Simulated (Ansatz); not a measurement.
Reaction (ligand exchange at the Sn–C bond): `[CH3][SnH2][CH2][SiH3]` + HCl → `[SiH3][CH2][SnH2][Cl]` + CH₄

Computed with Ansatz on PBE0-D4/def2-TZVP structures; ΔE is electronic, products minus reactants. CCSD(T)/CBS adds triple-zeta CCSD(T) − MP2 to the extrapolated MP2 energy (def2 sets, frozen cores). This one scheme is used for every species. Functionals use def2-TZVPP. B3LYP here is the variant with VWN-RPA as its local correlation; programs differ in this. def2 core potentials past Kr. For Sn outer-core shells are correlated without core-valence functions, which leaves a few kJ/mol of doubt a bond. Each species was taken in one conformer, which may not be the lowest.

```csv
level,ΔE (kJ/mol),difference from CCSD(T)/CBS
ωB97X-V,-122.9,-5.3
B2PLYP,-123.5,-5.9
PBE,-119.6,-2.0
B3LYP,-127.0,-9.4
HF/def2-TZVPP,-140.0,-22.4
MP2/def2-TZVPP,-113.9,3.7
SCS-MP2/def2-TZVPP,-116.7,0.9
CCSD(T)/def2-TZVPP,-111.8,5.8
MP2/def2-QZVPP,-117.6,0.0
HF/CBS(def2),-140.9,-23.3
CCSD(T)/CBS,-117.6,0
```

Largest T1 diagnostic among the species: 0.011.

In def2-TZVPP, CCSD(T) changes the Hartree–Fock value by +28.2 kJ/mol (the triples alone add +2.0 kJ/mol) and MP2 by +26.1 kJ/mol.
